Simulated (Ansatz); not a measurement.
Ideal-gas functions of FH3O3Sn (`[OH][Sn]([OH])([OH])[F]`) at 400 K and 1 bar, from an Ansatz frequency run at PBE0-D4/def2-TZVP.

Molar mass 188.73 g/mol, point group C1 (symmetry number 1), electronic degeneracy 1, moments of inertia 166.536, 180.282, 186.394 u Å². Harmonic wavenumbers (cm⁻¹, unscaled): 73, 127, 151, 175, 183, 185, 195, 231, 629, 647, 665, 676, 861, 878, 887, 3874, 3876, 3885.

Use S(trans) = R[1.5 ln M + 2.5 ln T − 1.1517]; rotational temperatures θ = 24.2544 K / I; S(rot) = R[ln(√π/σ · √(T³/θAθBθC)) + 1.5]; for each mode x = 1.438777 ν̃/T, S = R[x/(eˣ − 1) − ln(1 − e⁻ˣ)] and H = RT x/(eˣ − 1); 1 cm⁻¹ = 0.0119627 kJ/mol; R = 8.31446 J/(mol·K).

Question: By hand: the entropy, in J/(mol·K).

Answer: Translation 180.3. Rotation: θ = 0.1456, 0.1345, 0.1301 K, giving 116.8. Vibration, mode by mode: 19.46, 14.90, 13.49, 12.30, 11.94, 11.85, 11.43, 10.09, 3.10, 2.95, 2.80, 2.71, 1.60, 1.53, 1.49, 0.00, 0.00, 0.00, in all 121.6. Electronic 0.0. Sum 418.7 J/(mol·K).

Question: By hand: H − E and G − E in kJ/mol, counted from the electronic energy.

Answer: Zero-point energy ½ × 18198 × 0.0119627 = 108.8; thermal vibration 24.2; translation, rotation and pV give 4 RT = 13.3. H − E = 146.3 kJ/mol, and G − E = 146.3 − 400 × 418.7/1000 = -21.2 kJ/mol.

Vibration gives 29 % of the entropy, 34.4 J/(mol·K) of it from the modes under 150 cm⁻¹: soft modes count most, and the harmonic formula is weakest for them. The sum counts one conformer and one mirror image; others add a mixing term.
